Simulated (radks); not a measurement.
Dy23+, configuration [Kr] 4d7. Method: scalar-relativistic Kohn-Sham, exchange-only LDA, spin-polarised, spherical densities, point nucleus; open shells are filled with parallel spins first (spin-orbit coupling, left out, can overturn this in heavy ions); computed with a radial shooting solver on a logarithmic mesh with Libxc functionals.

Unscreened Slater integrals over Kohn-Sham orbitals (hartree). They are taken over the spin-up orbitals.

integral     value
F0(4d,4d)   1.6850
F2(4d,4d)  0.86333
F4(4d,4d)  0.58584
F0(4d,4p)   1.7035
F2(4d,4p)  0.87922
G1(4d,4p)   1.1053
G3(4d,4p)  0.70318
F0(4d,4s)   1.7335
G2(4d,4s)  0.87085
F0(4p,4p)   1.7261
F2(4p,4p)  0.90548
F0(4p,4s)   1.7568
G1(4p,4s)   1.1939
F0(4s,4s)   1.7902

Derived for the open shells (J is the average intra-shell exchange parameter used in DFT+U). 4d: Racah B = F2/49 - 5 F4/441 = 0.01098 hartree, C = 35 F4/441 = 0.04649 hartree, C/B = 4.24, F4/F2 = 0.679, J = (F2 + F4)/14 = 0.1035 hartree.
